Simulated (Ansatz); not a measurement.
```yaml
crystal:
  periodic: [false, false, false]
  atoms:
    - {symbol: Mo, position_ang: [0.088573, -1.469602, 0.061696]}
    - {symbol: Mo, position_ang: [-1.834359, -0.603277, -0.044196]}
    - {symbol: Mo, position_ang: [1.833968, 0.603673, 0.053822]}
    - {symbol: Mo, position_ang: [-0.088183, 1.469196, -0.071322]}
basis:
  gaussian: {orbitals: def2-TZVP, final_grid: {core_spheres: 8, valence_spheres: 7, degree: 23}}
total_charge: -1
magnetization: {spin_polarized: true, initial_magnetization: 1}
hamiltonian: {xc: {name: wB97}}
scf: {omitted_lower_state_checks: [starts]}
output: {forces: true}
```

```sh
$ ansatz run in.yaml --threads 4 --pin off --events-out ev --progress --plain --max-ram 3916MiB
```

Output, abridged:

```
Functional definition: wB97
  name "wB97"
  cite "Chai & Head-Gordon, J. Chem. Phys. 128, 084106 (2008) doi:10.1063/1.2834918"
  cite "Becke, J. Chem. Phys. 107, 8554 (1997) doi:10.1063/1.475007"
  parameter omega = 0.4/bohr
  parameter cx1 = 1.13116
  parameter cx2 = -2.74915
  parameter cx3 = 12.0900
  parameter cx4 = -5.71642
  parameter css1 = -2.55352
  parameter css2 = 11.8926
  parameter css3 = -26.9452
  parameter css4 = 17.0927
  parameter cos1 = 3.99051
  parameter cos2 = -17.0066
  parameter cos3 = 1.07292
  parameter cos4 = 8.88211
  # The coefficients of nought are those of the uniform gas.
  exchange = spin_sum(e_x_unif_sr(omega)*poly(b97_u_x, 1, cx1, cx2, cx3, cx4)) + exact_x_lr(omega)
  correlation = spin_sum(e_c_pw_same_spin*poly(b97_u_same, 1, css1, css2, css3, css4))
      + integral(e_c_pw_opposite_spin*poly(b97_u_opposite, 1, cos1, cos2, cos3, cos4))
these checks for a lower state are left out or cut short: starts
1232 factors; their error is unknown
464 factors; integrals over basis functions are off by at most 2.9e-5 eV
mean field evaluation 1: about -7404.9496 eV, gradient 4.1e1 eV
mean field evaluation 2: about -7356.1386 eV, gradient 1.2e2 eV
mean field evaluation 4: about -7412.4213 eV, gradient 3.9e0 eV
mean field evaluation 8: about -7413.0978 eV, gradient 1.9e0 eV
mean field evaluation 16: about -7415.7331 eV, gradient 1.8e0 eV
mean field -7415.75448766 eV, -272.5239508425 hartree, gradient 1.7e-5 eV, S^2 4.579244; 0 other end points of the search recorded, 0 dependent functions left out
the calculation of the forces begins
reference -7415.75448183 eV, -272.5239506284 hartree; 29, 28 occupied and 131, 132 virtual orbitals, 1232 factors
Total energy: -7415.75448183 eV, -272.5239506284 hartree
Atom 0 at     0.088573    -1.469602     0.061696 Å, force    -0.431224     0.632289    -0.039524 eV/Å
Atom 1 at    -1.834359    -0.603277    -0.044196 Å, force     0.242731    -0.235230     0.014835 eV/Å
Atom 2 at     1.833968     0.603673     0.053822 Å, force    -0.242397     0.234900    -0.025087 eV/Å
Atom 3 at    -0.088183     1.469196    -0.071322 Å, force     0.430890    -0.631959     0.049776 eV/Å
Dipole moment:     0.000025    -0.000018    -0.000426 e Å
Checks for a lower state left out: starts
```

Hardware: 4 threads of Intel Xeon Platinum 8259CL on a shared host. Wall time 19 s, peak host memory 0.62 GiB.

In the def2 sets Mo takes a core potential; there is no spin–orbit coupling. The highest occupied level of an anion often lies above zero with these methods, and sets without diffuse functions describe the outer electron poorly. The charge -1 doublet is spin-contaminated (final ⟨S²⟩ up to 4.58, 0.75 for a pure state).

The dipole of an ion depends on the origin.
